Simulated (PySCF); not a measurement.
FGe, SMILES [F][Ge] (connectivity only; charge and spin as stated), charge +1, multiplicity 1.

Geometry optimised at PBE-D3(BJ)/def2-TZVPD. The spin state was assumed, not searched.

The numbers are results of PySCF with B3LYP/def2-TZVPD, not measurements.

Gas-phase values at a fixed geometry.

Task: Estimate the frontier levels, gap, dipole moment and polarisability. (An estimate is asked for; the answer gives what the named calculation found.)

Result: 
```
Quantity                                                          Result
------------------------------------------------  ----------------------
highest occupied level                                         -17.67 eV
lowest empty level                                             -10.28 eV
orbital gap                                                      7.39 eV
dipole moment about the centre of nuclear charge                  3.03 D
mean static polarisability                          19.6 bohr³ (2.91 Å³)
polarisability, principal values                  17.8, 17.8, 23.1 bohr³
```
